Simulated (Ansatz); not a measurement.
`BOB[SiH2][AlH2]` and `BOBF` differ in one atom or group.

Ansatz, PBE0-D4/def2-TZVP geometries, multiplicity 1. Each molecule was computed in one conformer, which needn't be the lowest.

| property | `BOB[SiH2][AlH2]` |
| --- | --- |
| LUMO energy (ωB97M-V/def2-TZVPP) / eV | -0.62 |
| HOMO–LUMO gap (B3LYP/def2-TZVPP) / eV | 4.61 |
| HOMO energy (B3LYP/def2-TZVPP) / eV | -7.06 |
| HOMO energy (PBE/def2-TZVPP) / eV | -6.24 |
| HOMO energy (ωB97M-V/def2-TZVPP) / eV | -9.20 |
| LUMO energy (PBE/def2-TZVPP) / eV | -3.06 |

Question: What does the change do to each property? (Estimate.)

Answer: The calculation gave: 
```
                             property  `BOBF`  shift
LUMO energy (ωB97M-V/def2-TZVPP) / eV    0.70   1.32
HOMO–LUMO gap (B3LYP/def2-TZVPP) / eV    7.32   2.71
  HOMO energy (B3LYP/def2-TZVPP) / eV   -8.87  -1.81
    HOMO energy (PBE/def2-TZVPP) / eV   -7.54  -1.30
HOMO energy (ωB97M-V/def2-TZVPP) / eV  -11.44  -2.24
    LUMO energy (PBE/def2-TZVPP) / eV   -2.37   0.69
```

With PBE0 the HOMO falls by 1.81 eV and the LUMO rises by 0.98 eV, so the gap widens by about 2.79 eV. PBE moves the HOMO by -1.30 eV and ωB97M-V by -2.24 eV. The zero-point energy changes by -70.8 kJ/mol with -15 modes.

B3LYP here is the variant with VWN-RPA as its local correlation; programs differ in this.
